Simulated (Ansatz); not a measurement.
Calculated with Ansatz (gas phase, PBE0-D4/def2-TZVP geometries, no zero-point term in ΔE). CCSD(T)/CBS adds triple-zeta CCSD(T) − MP2 to the extrapolated MP2 energy (def2 sets, frozen cores). This one scheme is used for every species. Functionals use def2-TZVPP. B3LYP here is the variant with VWN-RPA as its local correlation; programs differ in this. HSE06 is defined as in plane-wave codes. One conformer a species, not always the lowest.

`SB(S)S` + HCl → `SB(S)Cl` + H₂S  (ligand exchange at a B–S bond)

(1) Is it downhill or uphill in electronic energy at CCSD(T)/CBS, and by how much? (Best estimate.)

(2) What do these levels give: B3LYP-D4, CAM-B3LYP-D4, B2PLYP, revPBE, HSE06, CCSD/def2-SVP, CCSD(T)/def2-SVP, MP2/def2-TZVPP, HF/def2-QZVPP, MP2/def2-QZVPP, SCS-MP2/def2-QZVPP, CCSD/CBS(def2)? (An estimate is asked.)

Largest T1 diagnostic among the species: 0.013.

## Answers

(1) Computed: Downhill: ΔE = -0.18 eV.

(2) The calculation gave: B3LYP-D4 -0.20, CAM-B3LYP-D4 -0.21, B2PLYP -0.21, revPBE -0.20, HSE06 -0.19, CCSD/def2-SVP -0.26, CCSD(T)/def2-SVP -0.25, MP2/def2-TZVPP -0.17, HF/def2-QZVPP -0.27, MP2/def2-QZVPP -0.17, SCS-MP2/def2-QZVPP -0.19, CCSD/CBS(def2) -0.19 eV.

Leaving LDA and LC-ωPBE aside and taking each functional with its dispersion term where it has one, the values, not all of them listed here, spread over 0.06 eV, from ωB97M-V to revPBE-D4. In def2-TZVPP, CCSD(T) changes the Hartree–Fock value by +0.09 eV (the triples alone add +0.01 eV) and MP2 by +0.09 eV. The D4 term adds +0.03 eV with B3LYP and +0.02 eV with PBE0; it sums over pairs of atoms, weighted by their polarisabilities, and B3LYP, whose exchange is more repulsive, gets the larger term.
